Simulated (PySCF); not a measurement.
NMR data simulated for an unnamed compound:

1H NMR (600 MHz, computed): δ 6.52 (m, 1H), 4.75 (m, 1H), 4.36 (m, 1H), 3.93 (m, 1H).

13C{1H} NMR (computed): δ 168.3 (C), 118.5 (CH), 61.6 (CH), 59.3 (CH2).

PySCF 2.14.0 with density-fitted response routines calculation with PBE0/pcSseg-1 with gauge-including orbitals and GFN2-xTB structure; non-relativistic, in vacuum, one conformer.

δ = σ(ref) − σ, references computed at the same level: TMS for 1H and 13C.

Problem. Which of these does the molecule contain: a vinyl group CH=CH2, a Si–CH3 group, a (CH3)2CH unit, an ester?

Solution. 
- A vinyl group CH=CH2: no.
- A Si–CH3 group: no.
- A (CH3)2CH unit: no.
- An ester: yes (δC 168.3).

The data belong to `C1(=O)OC[C@@H]1C(F)F`, C$_{4}$H$_{4}$F$_{2}$O$_{2}$; they needn't prove each group on their own.

Carbon signals by region: 1 in the far downfield region (above 160 ppm), 1 in the sp2 and nitrile region (100–160 ppm), 2 at 50–100 ppm. Above 160 ppm: 168.3, ester carbonyl carbon.

Splittings by 19F in the carbon and heteronuclear signals aren't shown, as no couplings were computed. Shifts are as computed. Against solution values, carbons near 30 ppm lie about +3 ppm off and those near 130 ppm about +5 ppm. Of 1211 compounds with measured shifts, 218 miss one by over three times the rms of a fit or turn the order of signals round; such compounds aren't used in these exercises. No couplings were computed; multiplicities are counted from neighbouring protons, with m where these are inequivalent, close in shift, in a saturated or five-membered ring or joined by F or P, and br s for small geminal =CH2 splittings.
